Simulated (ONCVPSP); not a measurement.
## Potentials for cadmium compared

Generated with ld1.x 7.5 (TM, RRKJ, ultrasoft, PAW), atompaw 4.2 or ONCVPSP 4.0.1. The cutoff is in Ry: for ld1.x and atompaw files where the sum of valence levels is converged to 10 mRy in a Bessel basis, for ONCV files where the hardest occupied wave has 1 mHa per electron of residual kinetic energy. The error is the largest all-electron minus pseudo excitation energy over each file’s own four to seven test configurations (ionisations up to +4, promotions, holes and added fractions of an electron), all of which were solved. The labels leave out finer settings (local radius, basis sizes, second energies), which also bear on the numbers. Spin-polarised tests are not counted. The rows are a selection from randomly drawn settings: files with unsolved tests, undetermined cutoffs or missed reference levels are left out.

A true bound ghost makes a file unfit for plane-wave use even where its test errors are small: the radial tests pick states by their node count and pass the ghost by.

```tsv
potential	cutoff (Ry)	largest error (meV)	bound ghosts
ONCV, LDA (Perdew-Wang 92), scalar-relativistic, rc 2.05/2.15/1.05 (spd), local smoothed, core correction yes, reference 4d10 5s1 5p1, qcut 3.1/4.5/9.6, projectors 2/1/2	84	-99	s, p
ONCV, revPBE, scalar-relativistic, rc 1.60/1.50/1.35/1.35 (spdf), local d, core correction no, reference 4s2 4p6 4d10 5s1, qcut 9.6/11.2/13.4/7.3, projectors 2/1/0/1	83	-5.0	none
ONCV, BLYP, scalar-relativistic, rc 1.50/1.70/1.05 (spd), local smoothed, core correction no, reference 4s2 4p6 4d10 5s1.5 5p0.5, qcut 9/9.2/9.3, projectors 2/2/2	75	-4.6	none
ONCV, PBE, scalar-relativistic, rc 2.25/2.25/1.50 (spd), local smoothed, core correction yes, reference 4d10 5s2, qcut 2.7/3.5/9.9, projectors 2/1/2	69	-13	s, p
ONCV, PBE, scalar-relativistic, rc 1.50/1.05/1.75 (spd), local smoothed, core correction yes, reference 4s2 4p6 4d10 5s1.5, qcut 10.1/7.6/7.4, projectors 2/2/2	302	+15	none
ONCV, PBE, scalar-relativistic, rc 1.65/1.15/1.90 (spd), local smoothed, core correction yes, reference 4s2 4p6 4d10 5s2, qcut 6.7/9.9/8.1, projectors 2/2/2	88	-12	none
ONCV, PBE, scalar-relativistic, rc 1.60/1.45/1.55 (spd), local smoothed, core correction yes, reference 4s2 4p6 4d10 5s0.5, qcut 8.5/12/10.1, projectors 3/2/2	81	-1.9	none
```

Task: Fill in the row for Cd: ONCV, PBE, scalar-relativistic, rc 2.20/1.95/1.30 (spd), local smoothed, core correction yes, reference 4d10 5s2, qcut 3.2/4.4/7, projectors 2/2/2.

Result: cutoff 207 Ry, largest error -288 meV, bound ghosts: s, p.

Task: Fill in the row for Cd: ONCV, PBE, scalar-relativistic, rc 2.35/1.30/1.30/2.40 (spdf), local d, core correction yes, reference 4p6 4d10 5s2, qcut 3/9.7/11.1/5, projectors 2/1/0/2.

Result: cutoff 77 Ry, largest error +50 meV, bound ghosts: s.
